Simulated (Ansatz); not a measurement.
Species: sum formula SnCl₃F (charge 0, singlet). 
Structure (B3LYP-D3(BJ)/def2-TZVP (Ansatz, a quantum-chemistry and plane-wave program) minimum search):
```
Sn
F 1 1.9063
Cl 1 2.3005 2 107.33
Cl 1 2.3005 2 107.33 3 -120.00
Cl 1 2.3005 2 107.33 4 -120.00
```
Charge 0, spin multiplicity 1.

Dipole moments at this geometry, in debye (magnitudes).

```json
[
 {"level": "PBE/def2-TZVPD", "program": "Ansatz", "dipole (D)": "1.08"},
 {"level": "BLYP/def2-TZVPD", "program": "Ansatz", "dipole (D)": "1.11"},
 {"level": "revPBE/def2-TZVPD", "program": "Ansatz", "dipole (D)": "1.05"},
 {"level": "r2SCAN/def2-TZVPD", "program": "Ansatz", "dipole (D)": "1.09"},
 {"level": "B97M-V/def2-TZVPD", "program": "Ansatz", "dipole (D)": "1.07"},
 {"level": "B3LYP/def2-TZVPD", "program": "Ansatz", "dipole (D)": "1.17"},
 {"level": "PBE0/def2-TZVPD", "program": "Ansatz", "dipole (D)": "1.16"},
 {"level": "r2SCANh/def2-TZVPD", "program": "Ansatz", "dipole (D)": "1.13"},
 {"level": "HSE06/def2-TZVPD", "program": "Ansatz", "dipole (D)": "1.15"},
 {"level": "CAM-B3LYP/def2-TZVPD", "program": "Ansatz", "dipole (D)": "…"},
 {"level": "LC-wPBE/def2-TZVPD", "program": "Ansatz", "dipole (D)": "1.11"},
 {"level": "wB97X-V/def2-TZVPD", "program": "Ansatz", "dipole (D)": "1.12"},
 {"level": "CCSD(T)/def2-SVPD", "program": "Ansatz", "dipole (D)": "…"}
]
```

Fill in the missing entries.


- CAM-B3LYP/def2-TZVPD, dipole (D): 1.18
- CCSD(T)/def2-SVPD, dipole (D): 1.20
